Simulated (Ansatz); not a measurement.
CH4AlClFNO, 10 atoms. Total charge 0; spin multiplicity 1. The bonds changed during the relaxation, so this is another structure than the one it started from. All runs use 4 threads of a server CPU on a shared host. Correlated methods freeze the cores.

Q: Give the basis size and wall time and peak host memory of each of these runs in Ansatz. RKS B2PLYP (frozen core)/def2-TZVPP energy; RKS LC-ωPBE/def2-TZVPP energy; RKS PBE0-D4/def2-QZVPP energy; RKS PBE-D4/def2-TZVPP energy and forces; RKS PBE0-D4/def2-SVP energy; RHF-MP2/def2-QZVPP energy; RKS BLYP-D4/def2-TZVPP energy; RKS ωB97M-V/def2-QZVPP energy; RKS ωB97M-V/def2-SVP energy; RHF-CCSD(T)/def2-SVP energy; RKS PBE0-D4/def2-TZVP frequencies; direct RPA on PBE orbitals/def2-TZVPP energy. (An estimate is asked.)

A: Computed: Other jobs shared the machine, so times are rough.

| level | job | functions | wall time | peak host memory (GiB) |
| --- | --- | --- | --- | --- |
| RKS PBE0-D4/def2-SVP | energy | 112 | 1.5 s | 0.27 |
| RKS BLYP-D4/def2-TZVPP | energy | 264 | 2.4 s | 0.4 |
| RKS PBE-D4/def2-TZVPP | energy and forces | 264 | 3.4 s | 0.4 |
| RKS LC-ωPBE/def2-TZVPP | energy | 264 | 4 s | 0.54 |
| RKS ωB97M-V/def2-SVP | energy | 112 | 4.9 s | 0.39 |
| direct RPA on PBE orbitals/def2-TZVPP | energy | 264 | 5.5 s | 0.66 |
| RKS B2PLYP (frozen core)/def2-TZVPP | energy | 264 | 7 s | 0.75 |
| RHF-CCSD(T)/def2-SVP | energy | 112 | 7 s | 0.58 |
| RKS PBE0-D4/def2-QZVPP | energy | 488 | 11 s | 2 |
| RKS ωB97M-V/def2-QZVPP | energy | 488 | 20 s | 2.4 |
| RHF-MP2/def2-QZVPP | energy | 488 | 26 s | 3 |
| RKS PBE0-D4/def2-TZVP | frequencies | 222 | 3.3 min | 0.69 |

LC-ωPBE has ω = 0.4 bohr⁻¹.
